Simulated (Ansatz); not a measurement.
One change: `C#C[Se][SiH3]` becomes `C#C[SeH]`.

Ansatz, PBE0-D4/def2-TZVP geometries, multiplicity 1. Each molecule was computed in one conformer, which needn't be the lowest.

Scalar relativity is left out up to krypton.

```json
{"property": "size of the dipole moment (ωB97M-V/def2-TZVPP) / D", "`C#C[Se][SiH3]`": "1.12"}
{"property": "LUMO energy (PBE0/def2-TZVPP) / eV", "`C#C[Se][SiH3]`": "-0.50"}
{"property": "size of the dipole moment (PBE/def2-TZVPP) / D", "`C#C[Se][SiH3]`": "1.00"}
{"property": "HOMO–LUMO gap (ωB97M-V/def2-TZVPP) / eV", "`C#C[Se][SiH3]`": "10.13"}
{"property": "HOMO energy (ωB97M-V/def2-TZVPP) / eV", "`C#C[Se][SiH3]`": "-8.86"}
{"property": "HOMO energy (PBE/def2-TZVPP) / eV", "`C#C[Se][SiH3]`": "-5.71"}
```

(1) Give the same properties after the change, and the shifts. (Estimate.)

## Answers

(1) The calculation gave: 
| property | `C#C[SeH]` | shift |
| --- | --- | --- |
| size of the dipole moment (ωB97M-V/def2-TZVPP) / D | 0.57 | -0.55 |
| LUMO energy (PBE0/def2-TZVPP) / eV | -0.48 | 0.02 |
| size of the dipole moment (PBE/def2-TZVPP) / D | 0.58 | -0.42 |
| HOMO–LUMO gap (ωB97M-V/def2-TZVPP) / eV | 10.44 | 0.31 |
| HOMO energy (ωB97M-V/def2-TZVPP) / eV | -8.92 | -0.06 |
| HOMO energy (PBE/def2-TZVPP) / eV | -5.71 | 0.00 |

The zero-point energy changes by -48.4 kJ/mol with -9 modes. Dipoles are sizes alone; their direction can turn.

Spin–orbit coupling is left out; it splits and shifts lone-pair levels of the heavy atoms by tenths of an eV.
